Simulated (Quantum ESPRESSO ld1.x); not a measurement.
Ti X, 13 electrons, occupied as [Ne] 3s2 3p1 (the NIST ground configuration). Method: Dirac Kohn-Sham, PBEsol, spin-unpolarised, spherical densities, point nucleus; open shells are shared between the two j in proportion to 2j + 1; computed with ld1.x of Quantum ESPRESSO 7.5. Some entries of the table are withheld. Estimate them.

orbital      occ.  eigenvalue (hartree)  <r^2> (bohr^2)
1s1/2           2             -186.4630        0.006518
2s1/2           2              -27.0865          0.1229
2p1/2           2                   (1)             (2)
2p3/2           4                   (3)             (4)
3s1/2           2               -8.4036             (5)
3p1/2    0.333333               -7.4808          0.9093
3p3/2    0.666667               -7.4433          0.9182
3d3/2           0               -6.0698          0.8729
3d5/2           0               -6.0645          0.8749
4s1/2           0               -3.9271             (6)

Answer. 
(1) 2p1/2 eigenvalue (hartree): -23.8948
(2) 2p1/2 <r^2> (bohr^2): 0.1001
(3) 2p3/2 eigenvalue (hartree): -23.6788
(4) 2p3/2 <r^2> (bohr^2): 0.1018
(5) 3s1/2 <r^2> (bohr^2): 0.8823
(6) 4s1/2 <r^2> (bohr^2): 3.536
